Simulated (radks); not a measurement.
The numbers below are computed, except where a source is named.
How relativity changes the ionisation of the lanthanum ion La+ ([Xe] 5d2) to La2+ ([Xe] 5d1). Spin-unpolarised spherical Kohn-Sham, PBE, point nucleus unless stated (finite: rms radius 4.855 fm), a radial shooting solver on a logarithmic mesh with Libxc functionals. A level marked "c x" has the speed of light scaled by that factor and shares open shells by 2j + 1; other Dirac levels either fill j = l - 1/2 first or share by 2j + 1.

level                               E(La+) (hartree)  E(La2+) (hartree)  IE (eV)   HOMO  <r> HOMO (bohr)
non-rel.                                  -8223.1357         -8222.7241   11.202     5d            2.814
scalar-rel.                               -8493.0636         -8492.6660   10.820     5d            2.894
scalar-rel., finite nucleus               -8492.6900         -8492.2923   10.820     5d            2.894
Dirac, 2j+1 shares                        -8497.2853         -8496.8879   10.814  5d5/2            2.918
Dirac, low j first                        -8497.2937         -8496.8932   10.899  5d3/2            2.873
Dirac, 2j+1 shares, finite nucleus        -8496.9100         -8496.5126   10.814  5d5/2            2.918
Dirac, c x 0.75                           -8749.8762         -8749.4894   10.526  5d5/2            3.007
Dirac, c x 1.5                            -8339.0595         -8338.6542   11.028  5d5/2            2.858
Dirac, c x 5                              -8233.2219         -8232.8108   11.186  5d5/2            2.818

NIST Atomic Spectra Database: 11.185 eV (measured). The relativistic part of the total energy of La+ is -273.8 hartree (Dirac, 2j+1 shares, finite nucleus), 3.3 % of the non-relativistic value. Spin polarisation and multiplet splitting of open shells are left out at every level.

Beside tabulated values, note that relativity, absent from the non-relativistic runs, is large for the heavy elements, and spin-unpolarised runs miss the spin-polarisation part of the exchange energy of open shells.
